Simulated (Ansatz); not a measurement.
A run for Ansatz (a quantum-chemistry and plane-wave program): R-CCSD(T)/cc-pVTZ on GeH4Se2 (SMILES [GeH3][Se][SeH]), a point of a torsion scan. The run froze 42 orbitals, filled d shells among them.

Ansatz 0.2 input:
```yaml
crystal:
  periodic: [false, false, false]
  atoms:
    - {symbol: Ge, position_ang: [1.02895100, -0.08562132, 0.05257451]}
    - {symbol: Se, position_ang: [-0.50384905, 1.63241024, -0.40459467]}
    - {symbol: Se, position_ang: [-2.47210833, 0.52034156, 0.13070498]}
    - {symbol: H, position_ang: [0.80141763, -1.26439948, -0.85002924]}
    - {symbol: H, position_ang: [2.39886262, 0.46943225, -0.18866193]}
    - {symbol: H, position_ang: [0.90809108, -0.55354016, 1.47448106]}
    - {symbol: H, position_ang: [-2.87288214, 1.44233952, 1.17863599]}
basis:
  gaussian:
    orbitals: cc-pVTZ
magnetization: {spin_polarized: false}
correlation: {method: ccsd_t, electrons: outside_noble_gas}
scf: {lower_state_search: off}
```

Output:

```
WARN ansatz: RAYON_NUM_THREADS=1 ignored (pool sized by the plan → 1); use --threads N
Functional definition: HF
these checks for a lower state are left out or cut short: stability, starts, cluster_reference, orbital_swaps, neighbouring_geometries, increment
integrals: 0.65 GiB planned
1145 factors; integrals over basis functions are off by at most 7.8e-4 eV
mean field: 0.89 GiB planned
mean field evaluation 1: about -187146.0901 eV, gradient 1.4e1 eV
mean field evaluation 2: about -187146.3268 eV, gradient 1.5e1 eV
mean field evaluation 4: about -187147.3650 eV, gradient 2.1e0 eV
mean field evaluation 8: about -187147.3833 eV, gradient 1.3e-1 eV
mean field -187147.38341586 eV, -6877.5394874804 hartree, gradient 2.5e-6 eV, S^2 0.000000; 0 other end points of the search recorded, 0 dependent functions left out
42 core orbitals not correlated
reference -187147.38341586 eV, -6877.5394874804 hartree; 10, 10 occupied and 133, 133 virtual orbitals, 1145 factors
second order -11.67066182 eV of doubles, -0.00000000 eV of singles
coupled cluster: 1.26 GiB planned
cycle   1  -12.58259995 eV  change   -9.1e-1 eV  update   8.4e-2
cycle   2  -12.97079548 eV  change   -3.9e-1 eV  update   2.6e-2
cycle   3  -13.01707631 eV  change   -4.6e-2 eV  update   1.0e-2
cycle   4  -13.01239179 eV  change    4.7e-3 eV  update   3.0e-3
cycle   5  -13.01175485 eV  change    6.4e-4 eV  update   1.2e-3
cycle   6  -13.01158868 eV  change    1.7e-4 eV  update   4.8e-4
cycle   7  -13.01160698 eV  change   -1.8e-5 eV  update   1.9e-4
cycle   8  -13.01167463 eV  change   -6.8e-5 eV  update   9.2e-5
cycle   9  -13.01166737 eV  change    7.3e-6 eV  update   4.4e-5
cycle  10  -13.01165041 eV  change    1.7e-5 eV  update   2.0e-5
perturbative correction -0.54290115 eV, -0.0199512491 hartree
Total energy: -187160.93796742 eV, -6878.0376080623 hartree
Checks for a lower state left out: stability, starts, cluster_reference, orbital_swaps, neighbouring_geometries, increment
```

The calculation finished and met its thresholds.

Cost: roughly 17 core-seconds.
